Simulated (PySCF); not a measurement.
# Computed properties of CH₄Cl₂OSn, SMILES C[O][SnH]([Cl])[Cl]

Sn(H)(Cl)2(OMe) (CH4Cl2OSn), SMILES C[O][SnH]([Cl])[Cl]. Geometry: B3LYP-D3(BJ)/def2-SVP. The def2 effective core potentials stand for the cores of Sn; spin–orbit coupling is left out. The values are those of a single conformer. All values are computed for the isolated molecule unless a solvent is named; none is compared with measurement here.

**Structure.** The optimised structure has Cs symmetry. All 21 harmonic modes at B3LYP-D3(BJ)/def2-SVP (PySCF) are real, so it is a minimum. With heavy atoms numbered as in [SnH:1]([Cl:2])([Cl:3])[O:4][CH3:5], the shortest bond between them is O4–C5 at 1.416 Å and the longest Sn1–Cl3 at 2.356 Å.

**Vibrations.** The strongest infrared lines (harmonic, unscaled, degenerate partners summed) lie at 1094 cm⁻¹ (189 km/mol, O 52 %, C 44 %), 569 cm⁻¹ (88 km/mol, O 63 %, H 16 %, Sn 14 %), 1964 cm⁻¹ (77 km/mol, H 99 %). The softest mode is at 46 cm⁻¹ and the zero-point energy is 31.7 kcal/mol.

**Electronic structure.** ωB97X/def2-TZVP (PySCF) places the frontier levels at -10.83 and -0.09 eV, a gap of 10.74 eV, and gives a dipole moment of 1.34 D and a mean polarisability of 75.8 bohr³. PBE/def2-TZVP (PySCF) at the same geometry gives -6.78 and -3.07 eV, so its gap is 7.03 eV narrower. An orbital gap is neither the optical nor the fundamental gap.

**Excitations.** TDA-PBE0/def2-SVPD (PySCF) has S1 at 4.73 eV (262 nm, f = 0.009, weak); the most intense of the 10 singlets computed lies at 7.26 eV (f = 0.10). T1 (TDA) is at 4.38 eV, 0.35 eV under S1. TDA-PBE/def2-SVPD (PySCF) puts S1 at 3.75 eV. No vertical singlet excitation falls in the visible range (under 3.1 eV).
